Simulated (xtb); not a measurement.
H2Cl2Si, charge -1, doublet, from a rough starting geometry (a state made from the parent by changing its charge; the spin is typed, not shown lowest); GFN2-xTB (xtb).

Here is a job for xtb.
```
$ xtb mol.xyz --gfn 2 --chrg -1 --uhf 1 --opt vtight --json

# file mol.xyz
5

Si     0.03178492    -0.10419922    -0.01855608
Cl     1.66946984     0.94250799     0.01848707
Cl    -1.64186169     1.10413576    -0.08541282
H     -0.05541625    -0.84659225     1.24414793
H     -0.01164117    -1.02517267    -1.21634392
```

The log (banner, timings and long lists left out):

```
   ID    Z sym.   atoms
    1   14 Si     1
    2   17 Cl     2, 3
    3    1 H      4, 5

           -------------------------------------------------
          |                Calculation Setup                |
           -------------------------------------------------

           -------------------------------------------------
          |                 G F N 2 - x T B                 |
           -------------------------------------------------

          ...................................................
          :                      SETUP                      :
          :.................................................:
          :  # basis functions                  32          :
          :  # atomic orbitals                  29          :
          :  # shells                           11          :
          :  # electrons                        21          :
          :  max. iterations                   250          :
          :  Hamiltonian                  GFN2-xTB          :
          :  restarted?                      false          :
          :  GBSA solvation                  false          :
          :  PC potential                    false          :
          :  electronic temp.          300.0000000     K    :
          :  accuracy                    1.0000000          :
          :  -> integral cutoff          0.2500000E+02      :
          :  -> integral neglect         0.1000000E-07      :
          :  -> SCF convergence          0.1000000E-05 Eh   :
          :  -> wf. convergence          0.1000000E-03 e    :
          :  Broyden damping             0.4000000          :
          :  net charge                         -1          :
          :  unpaired electrons                  1          :
          ...................................................

 iter      E             dE          RMSdq      gap      omega  full diag
   1    -11.9838005 -0.119838E+02  0.124E+01    0.41       0.0  T
   2    -12.0617878 -0.779872E-01  0.823E+00    0.50       1.0  T
   3    -12.0592424  0.254532E-02  0.439E+00    0.64       1.0  T
   4    -12.0667749 -0.753248E-02  0.135E+00    0.78       1.0  T
   5    -12.0674786 -0.703645E-03  0.973E-01    0.77       1.0  T
   6    -12.0682372 -0.758665E-03  0.488E-01    0.78       1.0  T
   7    -12.0684589 -0.221628E-03  0.189E-01    0.78       1.0  T
   8    -12.0685106 -0.517681E-04  0.155E-01    0.78       1.0  T
   9    -12.0685159 -0.525809E-05  0.872E-02    0.77       1.0  T
[...]
 * total energy  :   -12.1047070 Eh     change        0.7382014E-04 Eh
 * total energy  :   -12.1053743 Eh     change       -0.6672778E-03 Eh
 * total energy  :   -12.1055767 Eh     change       -0.2024038E-03 Eh
 * total energy  :   -12.1058125 Eh     change       -0.2358058E-03 Eh
 * total energy  :   -12.1058283 Eh     change       -0.1576034E-04 Eh
 * total energy  :   -12.1058195 Eh     change        0.8818184E-05 Eh
 * total energy  :   -12.1058519 Eh     change       -0.3247070E-04 Eh
 * total energy  :   -12.1058453 Eh     change        0.6634351E-05 Eh
 * total energy  :   -12.1058530 Eh     change       -0.7703253E-05 Eh
 * total energy  :   -12.1058524 Eh     change        0.6403108E-06 Eh
 * total energy  :   -12.1058531 Eh     change       -0.7795744E-06 Eh
 * total energy  :   -12.1058531 Eh     change       -0.1376860E-08 Eh
   *** GEOMETRY OPTIMIZATION CONVERGED AFTER 28 ITERATIONS ***
         :: total energy             -12.105853132238 Eh    ::
[...]
       ...                                ...                  ...
        29                          1.0485969              28.5338
      -------------------------------------------------------------
                  HL-Gap            0.1177322 Eh            3.2037 eV
             Fermi-level           -0.1259235 Eh           -3.4266 eV

     #   Z          covCN         q      C6AA      α(0)
     1  14 Si       3.377     0.430   111.063    20.870
     2  17 Cl       0.769    -0.624   120.174    16.769
     3  17 Cl       0.769    -0.624   120.174    16.769
     4   1 H        0.920    -0.091     5.261     3.587
     5   1 H        0.920    -0.091     5.261     3.587

 Mol. C6AA /au·bohr⁶  :       1355.790462
 Mol. C8AA /au·bohr⁸  :      59997.635319
 Mol. α(0) /au        :         61.582050

Wiberg/Mayer (AO) data.
largest (>0.10) Wiberg bond orders for each atom

 ---------------------------------------------------------------------------
     #   Z sym  total        # sym  WBO       # sym  WBO       # sym  WBO
 ---------------------------------------------------------------------------
     1  14 Si   2.913 --     5 H    0.878     4 H    0.878     3 Cl   0.579
                             2 Cl   0.579
     2  17 Cl   0.652 --     1 Si   0.579
     3  17 Cl   0.652 --     1 Si   0.579
     4   1 H    0.991 --     1 Si   0.878
     5   1 H    0.991 --     1 Si   0.878
 ---------------------------------------------------------------------------

Topologies differ in total number of bonds
Writing topology from bond orders to xtbtopo.mol

molecular dipole:
                 x           y           z       tot (Debye)
 q only:        0.031       0.507      -0.019
   full:        0.050       0.867      -0.046       2.210
molecular quadrupole (traceless):
                xx          xy          yy          xz          yz          zz
 q only:      -22.111       1.674      11.277      -0.935      -0.006      10.834
  q+dip:      -27.323       2.019      13.064      -1.173       0.119      14.259
   full:      -25.244       1.867      12.104      -1.083       0.102      13.140

optimized geometry written to: xtbopt.xyz

           -------------------------------------------------
          | TOTAL ENERGY              -12.105853132238 Eh   |
          | GRADIENT NORM               0.000134926950 Eh/α |
          | HOMO-LUMO GAP               3.203657225860 eV   |
           -------------------------------------------------

normal termination of xtb
```
